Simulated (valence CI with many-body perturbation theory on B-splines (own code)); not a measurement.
**Cr II: calculated level list**

Level of theory: configuration interaction combined with many-body perturbation theory (CI+MBPT): five valence electrons over a frozen Dirac-Fock core [Ar], radial functions for each j: 9 s, 9 p, 9 d, 7 f, 4 g, 2 h, with the one-electron correlation potential Σ1, the two-electron term Σ2, the three-electron term Σ3, Breit, model QED; selected CI, second order for the rest, scaled by the run's own slope (own B-spline code, finite nucleus).

Set against measurement, 16 paired levels are off by 1655 cm⁻¹ on average, the worst by 2709. These come from a selection out of the NIST Handbook of Basic Atomic Spectroscopic Data. Levels without a partner in it may be off by more, other configurations by 1,000 to 4,000 cm⁻¹. Among the levels kept, up to 1200 cm⁻¹ of a level comes from second order outside the variational space, and about a tenth of that is noise between levels of different J, which matters for small intervals. Only levels of the ground parity were solved; by the run's estimate the other parity begins above the list, which can be wrong where configurations are misplaced.

Levels 1 to 34 of 34, with energies above the lowest level, 3d5 6S_5/2. "Leading %" is the weight of the configuration and term that name the level; weights of strongly mixed levels are sums over their largest components and can fall short. Lifetimes count E1, E2, E3, M1 and M2 decay at the calculated energies, and are blank where another channel may lead or the interval is too uncertain; long ones can be off by a factor of two.

| No. | Configuration | Term | J | E (cm⁻¹) | Leading % | g | Lifetime |
| --- | --- | --- | --- | --- | --- | --- | --- |
| 1 | 3d5 | 6S | 5/2 | 0.0 | 98 | 2.002 |  |
| 2 | 3d4 4s | 6D | 1/2 | 9441 | 96 | 3.338 |  |
| 3 | 3d4 4s | 6D | 3/2 | 9497 | 96 | 1.868 |  |
| 4 | 3d4 4s | 6D | 5/2 | 9600 | 96 | 1.658 |  |
| 5 | 3d4 4s | 6D | 7/2 | 9753 | 96 | 1.588 |  |
| 6 | 3d4 4s | 6D | 9/2 | 9943 | 96 | 1.556 |  |
| 7 | 3d4 4s | 4D | 1/2 | 16871 | 88 | -0.001 | 640 s |
| 8 | 3d4 4s | 4D | 3/2 | 16944 | 88 | 1.200 | 759 s |
| 9 | 3d4 4s | 4D | 5/2 | 17091 | 88 | 1.372 | 707 s |
| 10 | 3d4 4s | 4D | 7/2 | 17315 | 88 | 1.429 | 580 s |
| 11 | 3d5 | 4G | 7/2 | 19875 | 95 | 0.984 |  |
| 12 | 3d5 | 4G | 5/2 | 19877 | 95 | 0.571 |  |
| 13 | 3d5 | 4G | 9/2 | 19883 | 95 | 1.172 |  |
| 14 | 3d5 | 4G | 11/2 | 19898 | 95 | 1.273 |  |
| 15 | 3d5 | 4P | 3/2 | 21657 | 89 | 1.731 | 10.9 s |
| 16 | 3d5 | 4P | 5/2 | 21665 | 90 | 1.598 | 7.24 s |
| 17 | 3d5 | 4P | 1/2 | 21671 | 89 | 2.664 |  |
| 18 | 3d5 | 4D | 7/2 | 24667 | 89 | 1.429 | 45.7 s |
| 19 | 3d5 | 4D | 5/2 | 24690 | 88 | 1.374 | 45.7 s |
| 20 | 3d5 | 4D | 3/2 | 24699 | 88 | 1.203 | 37.2 s |
| 21 | 3d5 | 4D | 1/2 | 24719 | 89 | 0.003 | 31.2 s |
| 22 | 3d4 4s | 4H | 7/2 | 27074 | 95 | 0.667 |  |
| 23 | 3d4 4s | 4H | 9/2 | 27145 | 95 | 0.970 |  |
| 24 | 3d4 4s | 4H | 11/2 | 27230 | 95 | 1.133 |  |
| 25 | 3d4 4s | 4H | 13/2 | 27340 | 95 | 1.231 |  |
| 26 | 3d4 4s | 4P | 1/2 | 28029 | 89 | 2.665 |  |
| 27 | 3d4 4s | 4P | 3/2 | 28336 | 90 | 1.733 |  |
| 28 | 3d4 4s | 4F | 3/2 | 28595 | 89 | 0.399 |  |
| 29 | 3d4 4s | 4F | 5/2 | 28604 | 88 | 1.025 | 12.8 s |
| 30 | 3d4 4s | 4F | 7/2 | 28649 | 88 | 1.235 |  |
| 31 | 3d4 4s | 4F | 9/2 | 28712 | 87 | 1.331 |  |
| 32 | 3d4 4s | 4P | 5/2 | 28838 | 91 | 1.600 | 7.15 s |
| 33 | 3d5 | 2I | 11/2 | 29149 | 96 | 0.923 |  |
| 34 | 3d5 | 2I | 13/2 | 29175 | 96 | 1.077 |  |

The ionisation energy to 3d4 5D_0 of the next ion comes out as 16.083 eV (NIST: 16.4863 eV (measured), further off than twice its uncertainty). All 34 levels together are meant to be complete up to 30679 cm⁻¹.
